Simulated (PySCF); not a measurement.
Compound: C₆H₈OS.
Bonds: C1–S2, S2–C3, C3–C4, C4–C5 (aromatic), C5–C6 (aromatic), C6–C7 (aromatic), C7–O8 (aromatic), C4–O8 (aromatic). Hydrogens: H9, H10, H11 on C1; H12, H13 on C3; H14 on C5; H15 on C6; H16 on C7.

All values: wB97X-D/pcSseg-2 (PySCF, non-relativistic), on one gas-phase PBE0-D3(BJ)/def2-TZVP geometry that isn't relaxed in the solvent. The solvent is an IEF-PCM continuum (cavity from Bondi-type radii × 1.2). Specific hydrogen bonds and non-electrostatic terms are outside this model.

Gas phase at wB97X-D/pcSseg-2: HOMO -8.06 eV, LUMO 1.69 eV, dipole 1.34 D.

Problem. What does the continuum do to the energy, the frontier levels and the dipole at wB97X-D/pcSseg-2 in chloroform?

Solution. 
```json
{"solvent": "chloroform", "ε": "4.711", "E(solvent) − E(gas) (kJ/mol)": "-15.04", "polarisation term (kJ/mol)": "-16.35", "distortion of the solute (kJ/mol)": "1.31", "HOMO (eV)": "-8.09", "LUMO (eV)": "1.71", "dipole (D)": "1.66"}
```

The polarisation term is half the interaction of the solute with the surface charges that it induces; the rest is the cost of distorting the solute's density. The sum is the electrostatic part of solvation alone.

Problem. Which radius a makes the point-dipole formula ΔE = −[(ε − 1)/(2ε + 1)]·μ²/a³ give the value in chloroform, with the gas-phase dipole?

Solution. μ = 0.525 au and |ΔE| = 0.00573 Eh give a = 1.36 Å; the farthest nucleus lies 3.46 Å from the centroid of the nuclei, so such a sphere wouldn't even hold the nuclei. The formula assumes a rigid point dipole at the centre of a sphere.

The values belong to the conformer `[CH3:1][S:2][CH2:3][c:4]1[cH:5][cH:6][cH:7][o:8]1`: C1–S2–C3–C4 57°, S2–C3–C4–C5 74°.

Note: wB97X-D ran without an empirical dispersion term, which enters the total energy and its gradient alone.
